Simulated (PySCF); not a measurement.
Species: C₃H₆O₂Si.
SMILES with atom numbers: `[CH:1]1=[CH:2][O:3][SiH2:4][O:5][CH2:6]1` (hydrogens: H7 on C1; H8 on C2; H9, H10 on Si4; H11, H12 on C6)

Method: PBE0-D3(BJ)/def2-SVP geometry optimisation, gas phase in PySCF; density fitting, grid level 1; the optimiser is geomeTRIC in internal coordinates, started from a GFN2-xTB structure with every atom displaced at random (about 0.01 Å).

Step 0: E = -15162.0688 eV
```
atom  x, y, z in Å  |  force x, y, z in eV/Å
C1     -1.8023   -0.4792   -0.0768   -0.755   1.072   0.002
C2     -1.5355    0.8260    0.0537    0.169  -0.626  -0.047
O3     -0.3075    1.3384    0.1781    0.879   0.501   0.099
Si4     1.0603    0.3574    0.2753   -1.442  -0.287   0.668
O5      0.4849   -1.1836    0.2764    0.374  -0.010   0.166
C6     -0.8125   -1.5507   -0.1013    0.515  -1.061   0.406
H7     -2.8390   -0.7660   -0.1852   -0.420  -0.129  -0.036
H8     -2.2775    1.6040    0.0681   -0.736   0.299  -0.012
H9      1.6516    0.5682    1.5912    0.583   0.246   0.259
H10     1.8124    0.6338   -0.9038    0.982   0.319  -0.843
H11    -1.1323   -2.3556    0.5963    0.015   0.024  -0.265
H12    -0.7499   -1.9890   -1.1022   -0.163  -0.348  -0.398
```

Step 1: E = -15162.2302 eV
```
atom  x, y, z in Å  |  force x, y, z in eV/Å
C1     -1.8381   -0.4710   -0.0905    0.172  -0.243   0.001
C2     -1.5497    0.8257    0.0610   -0.037   0.223  -0.003
O3     -0.3090    1.3567    0.2174   -0.165  -0.030   0.024
Si4     1.0396    0.3590    0.3024    0.215   0.106  -0.255
O5      0.4693   -1.1877    0.3020   -0.067  -0.099   0.036
C6     -0.8253   -1.5841   -0.1003   -0.068   0.196  -0.091
H7     -2.8852   -0.7550   -0.2174   -0.010   0.028  -0.001
H8     -2.3369    1.5903    0.0645    0.095  -0.059   0.009
H9      1.8015    0.6401    1.5384   -0.044  -0.044   0.164
H10     1.9196    0.6552   -0.8691   -0.135  -0.059   0.013
H11    -1.1587   -2.3904    0.5740    0.015  -0.037   0.057
H12    -0.7744   -2.0351   -1.1127    0.030   0.018   0.045
```

Problem. Estimate the geometry and energy of step 2. (The exact step hangs on the optimiser's Hessian estimate; all steps are aligned on step 1, rigid shifts and turns removed.)

Solution. E = -15162.2362 eV, largest force 0.131 eV/Å
```
atom  x, y, z in Å  |  force x, y, z in eV/Å
C1     -1.8293   -0.4695   -0.0923   -0.073  -0.072  -0.012
C2     -1.5520    0.8312    0.0606    0.101  -0.049  -0.001
O3     -0.3120    1.3579    0.2197   -0.028   0.049   0.025
Si4     1.0394    0.3599    0.2961    0.104   0.071  -0.036
O5      0.4705   -1.1879    0.3029    0.023  -0.046   0.044
C6     -0.8220   -1.5813   -0.1002   -0.014   0.088  -0.018
H7     -2.8765   -0.7528   -0.2205   -0.015   0.004  -0.004
H8     -2.3370    1.5935    0.0675    0.007  -0.008  -0.002
H9      1.7888    0.6264    1.5499   -0.039  -0.014   0.014
H10     1.9029    0.6476   -0.8831   -0.052  -0.011  -0.011
H11    -1.1539   -2.3865    0.5790   -0.006  -0.002   0.001
H12    -0.7660   -2.0347   -1.1097   -0.009  -0.009   0.000
```

The energy changes by -0.0060 eV. The first-order estimate −F·Δx gives -0.0108 eV and the mean of the old and new forces, exact on a quadratic surface, -0.0060 eV. The step makes an angle of 64° with the force vector and moves no atom by more than 0.023 Å.

What follows is the cost of the whole optimisation. Time: 57 s of wall time; peak memory 0.49 GiB. Hardware: one thread, Arm Neoverse V1 (aarch64), on a shared host.
